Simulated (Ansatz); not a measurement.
CH8OSi3, SMILES `C[SiH]1[SiH2]O[SiH2]1`, relaxed with RKS PBE-D4/def2-SVP in Ansatz from a rough embedded geometry. The force threshold is 0.03 eV/Å; the program also tests the step.

Total charge 0; spin multiplicity 1.

Start:

```xyz
13

C     0.650   -1.846    0.250
Si    0.883   -0.127   -0.079
Si   -0.751    0.751   -1.357
O    -1.737    1.105   -0.025
Si   -0.495    1.264    1.067
H     0.994   -2.524   -0.503
H    -0.416   -2.121    0.463
H     1.167   -2.149    1.208
H     2.323    0.336   -0.292
H    -0.362    2.081   -2.006
H    -1.352   -0.184   -2.289
H    -0.034    2.712    1.117
H    -0.870    0.702    2.447
```

How much energy does the relaxation release, and in how many steps? (An estimate is asked.)

Computed: 76.11 kJ/mol, in 9 steps.

Which bonds change most? (Best estimate.)

The calculation gave: C1–Si2 from 1.766 to 1.896 Å; Si2–Si3 from 2.252 to 2.375 Å; Si2–Si5 from 2.269 to 2.375 Å; Si3–H11 from 1.450 to 1.508 Å.

Give the relaxed structure. (Best estimate.)

The calculation gave: 
```xyz
13

C     0.786   -1.980    0.305
Si    0.846   -0.121   -0.063
Si   -0.795    0.823   -1.496
O    -1.438    1.731   -0.189
Si   -0.517    1.350    1.209
H     1.196   -2.561   -0.545
H    -0.258   -2.308    0.481
H     1.384   -2.220    1.208
H     2.259    0.348   -0.304
H    -0.348    1.738   -2.606
H    -1.832   -0.119   -2.054
H     0.105    2.594    1.787
H    -1.388    0.725    2.269
```
